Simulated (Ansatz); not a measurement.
`[F][Ge]([F])([SeH])[SeH]` + H–F → `[F][Ge]([F])([F])[SeH]` + H₂Se  (ligand exchange at a Ge–Se bond)

Calculated with Ansatz (gas phase, PBE0-D4/def2-TZVP geometries, no zero-point term in ΔE). CCSD(T)/CBS is the MP2 limit (def2-TZVPP, def2-QZVPP) plus CCSD(T) − MP2 in def2-TZVPP, frozen cores. This one scheme is used for every species. Functionals use def2-TZVPP. For Ge, Se outer-core shells are correlated without core-valence functions, which leaves a few kJ/mol of doubt a bond. Scalar relativity is left out up to krypton. Each species was taken in one conformer, which may not be the lowest.

(1) Is it downhill or uphill in electronic energy at CCSD(T)/CBS, and by how much? (An estimate is asked.)

(2) What do these levels give: r2SCAN0-D4, BHLYP-D4, PBE, revPBE, MP2/def2-QZVPP, SCS-MP2/def2-QZVPP? (Estimate.)

Largest T1 diagnostic among the species: 0.012.

Results:

(1) The calculation gave: Uphill: ΔE = +5.4 kJ/mol.

(2) Ansatz gave: r2SCAN0-D4 0.3, BHLYP-D4 -0.4, PBE 3.4, revPBE 1.4, MP2/def2-QZVPP 8.1, SCS-MP2/def2-QZVPP -1.9 kJ/mol.

The D4 term adds +9.8 kJ/mol with B3LYP and +5.3 kJ/mol with PBE0; it sums over pairs of atoms, weighted by their polarisabilities, and B3LYP, whose exchange is more repulsive, gets the larger term. At CCSD(T), def2-SVP lies −24.7 kJ/mol from the extrapolated value and def2-TZVPP −8.5 kJ/mol. Leaving LDA and LC-ωPBE aside and taking each functional with its dispersion term where it has one, the values, not all of them listed here, spread over 24.0 kJ/mol, from B97M-V to revPBE-D4. LDA lies +3.1 kJ/mol from PBE without D4.

B3LYP here is the variant with VWN-RPA as its local correlation; programs differ in this.
